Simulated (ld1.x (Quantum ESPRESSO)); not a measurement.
# W (Z = 74): excitation energies, all-electron against PAW

```
Element                 : W
Generator               : ld1.x (Quantum ESPRESSO) 7.5
Type                    : PAW
Functional              : PBE
Relativity              : fully relativistic
Frozen core             : [Kr] 4d10 4f14 5s2
Valence charge          : 12
Reference configuration : 5p6 5d4 6s2 6p0
Partial waves           : 6s (bound): rcut 1.90, rcutus 2.45 bohr; 6s channel at 0.55 Ry: rcut 1.90, rcutus 2.45 bohr; 5p (bound): rcut 1.75, rcutus 2.20 bohr; 6p (bound, empty): rcut 1.75, rcutus 2.20 bohr; 5d (bound): rcut 1.75, rcutus 1.95 bohr; 5d channel at 0.7 Ry: rcut 1.75, rcutus 1.95 bohr
Local potential         : all-electron potential smoothed inside 1.55 bohr (lloc = -1)
Core correction         : a·sin(br)/r model core inside 1.85 bohr
Augmentation charge     : BESSEL, radius 1.65 bohr
```

Open shells are filled in proportion to 2j + 1 (rel_dist='average').

Energies are relative to the spin-unpolarised reference configuration 5p6 5d4 6s2 6p0; without spin polarisation the order of configurations can differ from experiment. Not all tests gave a result: test run stopped at test 5 of 7 (negative rho). The frozen-core shift is the all-electron ΔE with the core orbitals held at their reference shape minus the fully relaxed ΔE.

Question: Give the all-electron excitation energy and the error of the potential for: 5p6 5d4 6s1 6p0; 5p6 5d4 6s0 6p0; 5p6 5d3 6s0 6p0; 5p6 5d4 6s0 6p1.

Answer:

```tsv
valence configuration	charge	ΔE all-electron (eV)	error AE − PS (meV)	frozen-core shift (meV)
5p6 5d4 6s1 6p0	+1	8.888	-0.5	+0.3
5p6 5d4 6s0 6p0	+2	24.570	-0.7	+1.3
5p6 5d3 6s0 6p0	+3	49.942	+16	+24
5p6 5d4 6s0 6p1	+1	14.288	+2.5	+0.7
```

Levels in the configuration 5p6 5d4 6s0 6p1:

```tsv
level	all-electron (eV)	pseudo (eV)
5p j=1/2	-59.237	-59.178
5p j=3/2	-49.420	-49.373
5d j=3/2	-13.458	-13.441
5d j=5/2	-12.656	-12.642
6p j=1/2	-8.143	-8.145
6p j=3/2	-7.312	-7.313
```

The ghost test of this file was not conclusive.
